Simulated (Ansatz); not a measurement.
As2, closed-shell singlet (the spin of the measured ground state), most abundant isotopes (74.9216 and 74.9216 u). Constants from fifth-degree fits in 1/R to seven points on the lowest solution found; no spin–orbit coupling, no relativity up to Kr; ω_e x_e and α_e move by some per cent with the fit.

Correlated levels freeze the inner cores; with def2 sets outer-core shells near the valence are correlated too. CBS: X⁻³ extrapolation of the correlation energy, Hartree–Fock from the larger set.

The values were computed with Ansatz (Gaussian basis) for Hartree–Fock, density functionals and correlated methods. Each number belongs to the level named beside it.

At CCSD(T)/CBS(def2-TZVPP, def2-QZVPP): B₀ = 0.10267 cm⁻¹, fundamental 445 cm⁻¹.

### Question
Taking the state as ¹Σ, work out the ideal-gas entropy and heat capacity at 298.15 K and 1 bar (rigid rotor, harmonic oscillator at the fundamental, no nuclear spin).

### Answer

Translation: S = R(1.5 ln M + 2.5 ln T − 1.1517) with M = 149.843 u gives 171.33 J/(mol K). Rotation: q = kT/(σhcB₀) = 1009.2 with σ = 2 and hc/k = 1.43878 cm K, S = R(ln q + 1) = 65.82. Vibration: u = hcν/kT = 2.147, S = R(u/(eᵘ − 1) − ln(1 − e⁻ᵘ)) = 3.40. Sum S° = 240.6 J/(mol K). C_p = 7R/2 + R u² eᵘ/(eᵘ − 1)² = 34.84 J/(mol K).

Doubts at one or more of the structures used: a restricted determinant that unrestricted orbitals would lower (CCSD(T)/CBS(def2-TZVPP, def2-QZVPP)).

Ansatz is a quantum-chemistry and plane-wave program.
